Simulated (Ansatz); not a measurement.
Frontier orbitals of `NC1O[SiH2]1`.

Total charge 0; spin multiplicity 1. The geometry is a stationary point of PBE0-D4/def2-TZVP. It is one conformer, not always the lowest. Basis def2-TZVPP, the Gaussian-basis code of Ansatz.

Orbital energies of one run (eV). Highest occupied ones, from the top: -5.89, -6.84, -6.98, -8.86, -9.55, -10.67, -11.66, -12.44, -13.43, -15.46, -22.05, -25.06, -94.39, -94.42. Empty: -1.51, -0.09, 0.32, 0.53, 1.37, 1.82.

Question: Which functional gave them?
A. CAM-B3LYP
B. LDA (SPW92)
C. PBE0
D. ωB97M-V

Answer: B. HOMO energies: LDA (SPW92) -5.89, CAM-B3LYP -8.41, PBE0 -7.04, ωB97M-V -9.30 eV.
